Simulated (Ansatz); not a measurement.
Computed with Ansatz on PBE0-D4/def2-TZVP structures; ΔE is electronic, products minus reactants. CBS: MP2 limit from def2 TZ/QZ plus the TZ coupled-cluster correction, frozen cores. Functionals use def2-TZVPP. B3LYP here is the variant with VWN-RPA as its local correlation; programs differ in this. Elements past krypton have def2 core potentials. For Te outer-core shells are correlated without core-valence functions, which leaves a few kJ/mol of doubt a bond. Each species was taken in one conformer, which may not be the lowest.

Consider the cleavage of the Si–Si bond: `C[SiH](N)[SiH2]N` + `B[TeH]` → `B[Te][SiH2]N` + `C[SiH2]N`.

**Question.** Is it downhill or uphill in electronic energy at CCSD(T)/CBS, and by how much? (An estimate is asked.)

**Answer.** Ansatz gave: Downhill: ΔE = -72.0 kJ/mol.

**Question.** What do these levels give: PBE-D4, r2SCAN-D4, PBE0-D4, B3LYP-D4, ωB97X-V, ωB97M-V, B2PLYP, PBE, B3LYP, SCS-MP2/def2-TZVPP, HF/def2-QZVPP, MP2/CBS(def2)? (Estimate.)

**Answer.** Computed: PBE-D4 -61.4, r2SCAN-D4 -68.2, PBE0-D4 -64.6, B3LYP-D4 -66.4, ωB97X-V -63.9, ωB97M-V -69.8, B2PLYP -71.9, PBE -62.7, B3LYP -68.1, SCS-MP2/def2-TZVPP -76.2, HF/def2-QZVPP -76.9, MP2/CBS(def2) -85.2 kJ/mol.

Largest T1 diagnostic among the species: 0.015.

From PBE to PBE0 (25 % exact exchange), in def2-TZVPP and without D4, ΔE moves by −3.1 kJ/mol.
